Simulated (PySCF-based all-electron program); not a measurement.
The numbers below are computed, except where a source is named.
## KSiH₃O, singlet: all-electron forces

Method: all-electron DFT (in-house code on PySCF), basis-limit composite values; Koelling–Harmon scalar relativity, no spin–orbit coupling, spin-restricted. Forces are good to about 0.009 eV/Å. Atoms are numbered as listed.

Shape A:

```json
{"atom": "K", "x (Å)": "0.0000", "y (Å)": "0.0000", "z (Å)": "0.0000"}
{"atom": "O", "x (Å)": "0.0000", "y (Å)": "0.0000", "z (Å)": "2.2700"}
{"atom": "Si", "x (Å)": "0.1403", "y (Å)": "0.0000", "z (Å)": "3.8739"}
{"atom": "H", "x (Å)": "1.5918", "y (Å)": "0.0000", "z (Å)": "4.2901"}
{"atom": "H", "x (Å)": "-0.5147", "y (Å)": "1.2208", "z (Å)": "4.4744"}
{"atom": "H", "x (Å)": "-0.5147", "y (Å)": "-1.2208", "z (Å)": "4.4744"}
```

PBE forces:

| atom | Fx | Fy | Fz (eV/Å) |
| --- | --- | --- | --- |
| K1 | -0.006 | 0.000 | 0.158 |
| O2 | 0.020 | 0.000 | -0.127 |
| Si3 | -0.093 | 0.000 | -0.740 |
| H4 | -0.007 | 0.000 | 0.241 |
| H5 | 0.043 | -0.032 | 0.234 |
| H6 | 0.043 | 0.032 | 0.234 |

Shape B:

```xyz
6

K     0.0000    0.0000    0.0000
O     0.0000    0.0000    2.0430
Si    0.1403    0.0000    3.6469
H     1.5918    0.0000    4.0631
H    -0.5147    1.2208    4.2474
H    -0.5147   -1.2208    4.2474
```

Against shape A, K1–O2 goes from 2.270 to 2.043 Å, K1–Si3 goes from 3.876 to 3.650 Å.

Problem. What forces does PBE give in shape B?

Solution. 

```tsv
atom	Fx	Fy	Fz (eV/Å)
K1	-0.013	0.000	-2.331
O2	0.019	0.000	2.092
Si3	-0.079	0.000	-0.377
H4	-0.027	0.000	0.208
H5	0.050	-0.047	0.205
H6	0.050	0.047	0.205
```

Shape C:

```xyz
6

K     0.0000    0.0000    0.0000
O     0.0000    0.0000    1.8160
Si    0.1403    0.0000    3.4199
H     1.5918    0.0000    3.8361
H    -0.5147    1.2208    4.0204
H    -0.5147   -1.2208    4.0204
```

Against shape A, K1–O2 goes from 2.270 to 1.816 Å, K1–Si3 goes from 3.876 to 3.423 Å.

Problem. What forces does PBE give in shape C?

Solution. 

```tsv
atom	Fx	Fy	Fz (eV/Å)
K1	-0.024	0.000	-8.104
O2	0.006	0.000	7.361
Si3	-0.050	0.000	0.236
H4	-0.051	0.000	0.165
H5	0.059	-0.063	0.171
H6	0.059	0.063	0.171
```
